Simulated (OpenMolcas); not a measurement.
Ru5+ among 6 point charges of -1.7 e arranged as a tetragonal octahedron (D4h). The axial distance is 1.05 times the equatorial one, R.

- Program: OpenMolcas 26.06
- Method: SS-CASPT2, IPEA 0.25 Eh, imaginary shift 0.1 Eh (closed shells correlated: 4s 4p)
- Basis: ANO-RCC-VTZP [7s6p4d2f1g]
- Scalar Hamiltonian: DKH2, point nucleus
- Active space: 3 electrons in 5 orbitals (4d)
- State averaging: 2S+1 = 4 even, 10 roots; 2S+1 = 2 even, 40 roots
- Spin-orbit coupling: RASSI with atomic mean-field integrals over the reference wave functions

All point charges move together. At R = 2.07 Å the first state of the same spin is 3430 cm-1, and at R = 2.16 Å it is 2700 cm-1.

Question: A third run gives 1760 cm-1. What distance was it run at?

Answer: With a power law R^-n the two known points give n = -ln(2700 / 3430) / ln(2.16 / 2.07) = 5.62. Then R = 2.07 × (3430 / 1760)^(1/5.62) = 2.331 Å. The run was at 2.32 Å, so the estimate is off by +0.011 Å.

Free-ion shares, where given, are those of the reference states; single-state CASPT2 does not remix them. Spin-orbit coupling mixes the spin-free states strongly: the lowest level takes only 56 % from its leading state, 4B1 (holds for R = 2.32). The ground term spreads over less than 5000 cm-1, several times less than with real ligands, so orbital moments are less quenched and χT lies further from the spin-only value than at real sites (holds for R = 2.32). This is an electrostatic model: the charges have no orbitals. No measured value stands beside these numbers.
